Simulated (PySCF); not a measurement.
Compound: (H2Ga-mu-H)2.
Z-matrix (Å and degrees, PBE0-D3(BJ)/def2-SVP geometry), rows numbered from 1:
```
Ga
H   1  1.5562
H   1  1.5561  2  130.51
H   1  1.7524  2  107.98  3   135.18
Ga  4  1.7540  1   95.29  2   107.28
H   5  1.5561  4  107.99  1   107.14
H   5  1.5561  4  107.82  1  -107.55
H   5  1.7525  4   84.79  1    -0.09
```

The closed-shell ground state was solved at several levels (PySCF, density fitting, gas phase). The calculation is non-relativistic and has no spin–orbit coupling, an omission that weighs most on gallium. The dipole stays under 0.02 D at every level.

```json
{"level": "B3LYP/pcSseg-1 (pcSseg-2 on Ga)", "basis functions": "156", "HOMO (eV)": "-8.50", "LUMO (eV)": "-1.42", "gap (eV)": "7.08"}
{"level": "wB97X-D/def2-SVPD", "basis functions": "124", "HOMO (eV)": "-10.55", "LUMO (eV)": "0.44", "gap (eV)": "10.99"}
{"level": "PBE/pcJ-1 (pcSseg-1 on Ga)", "basis functions": "142", "HOMO (eV)": "-7.54", "LUMO (eV)": "-2.01", "gap (eV)": "5.53"}
{"level": "PBE/pcSseg-1 (pcSseg-2 on Ga)", "basis functions": "156", "HOMO (eV)": "-7.45", "LUMO (eV)": "-1.98", "gap (eV)": "5.47"}
```

Task: What might PBE0/pcSseg-1 (pcSseg-2 on Ga) (156 basis functions) give for the same quantities?

Result: HOMO -8.69 eV, LUMO -1.21 eV, gap 7.48 eV.

Task: Over all these levels, which gives the widest orbital gap and which the narrowest?

Result: wB97X-D/def2-SVPD (range-separated hybrid) has the widest, 10.99 eV, and PBE/pcSseg-1 (pcSseg-2 on Ga) (GGA) the narrowest, 5.47 eV. Functional and basis both differ between the two, so the spread mixes both effects.

Task: In the pcSseg-1 (pcSseg-2 on Ga) basis, how does the gap go with the fixed share of exact exchange?

Result: PBE (0 %) 5.47 eV; B3LYP (20 %) 7.08 eV; PBE0 (25 %) 7.48 eV. Each rise in the share widens the gap here.
